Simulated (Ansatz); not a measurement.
The cluster Pd₄H₇, relaxed as a doublet with UKS PBE0-D4/def2-SVP in Ansatz, starting from the GFN2-xTB geometry. Force threshold 0.02 eV/Å.

In the def2 sets Pd takes a core potential; there is no spin–orbit coupling. In the doublet, H5 and H9 lie 0.83 Å apart, H7 and H11 lie 0.88 Å apart (atoms count from 1), so H2 has formed as a molecule. The relaxation made no stability test and no search for a lower SCF solution. No other spin state of charge 0 was run. Another isomer (doublet) lies 0.25 eV lower at PBE0-D4/def2-TZVP; other spin states weren't run for this one.

Start:

```xyz
11

Pd    0.498   -1.446    0.897
Pd   -1.593   -0.522   -0.660
Pd    0.681    1.116   -0.437
Pd    2.164    0.268    1.571
H    -2.749   -1.465   -0.388
H     2.400    1.587    0.607
H     0.628    2.326   -1.299
H    -0.411   -1.896   -0.347
H    -2.766    0.338   -1.084
H     1.762   -1.117    2.416
H    -0.615    0.811   -1.275
```

Problem. Estimate the energy that the relaxation releases and the steps that it takes.

Solution. 282.3 kJ/mol, in 25 steps; 3.6 min on 4 threads of Arm Neoverse V1 on a shared host. No frequencies were taken in this run, so the end may be a saddle point.

Problem. Does the start keep its bonding?

Solution. Bonds lost: Pd2–H11 (atoms count from 1). Bonds formed: Pd1–H6 (atoms count from 1).

Problem. Predict the relaxed structure.

Solution. 
Cartesian coordinates in Å:
```
Pd 0.571 -1.035 1.250
Pd -1.386 -0.366 -0.634
Pd 0.755 1.155 -0.310
Pd 2.782 0.512 1.516
H -2.744 -1.246 -1.355
H 1.796 -0.275 0.346
H 0.201 2.538 -1.102
H -0.615 -1.654 0.133
H -3.032 -1.006 -0.610
H 1.756 -0.481 2.349
H -0.083 1.859 -1.583
```
Bond lengths (bridged metal pairs left out): 1 × Pd–Pd 2.65 Å; 11 × H–Pd 1.65 to 1.89 Å.
